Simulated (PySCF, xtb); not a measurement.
AlCl2GeH3, SMILES [Cl][Al]([Cl])[GeH3].

GFN2-xTB in xtb at its own geometry gives an orbital gap of 4.21 eV and a dipole moment of 0.12 D.

Coordinates come from a PBE0-D3(BJ)/def2-SVP optimisation. The structure was generated by enumeration; whether it is a known compound was not checked.

Task: What does PySCF with HF/def2-TZVP give? (An estimate is asked for; the answer gives what the named calculation found.)

Result: gap 11.88 eV (levels -10.86 and 1.02 eV), dipole 1.50 D.
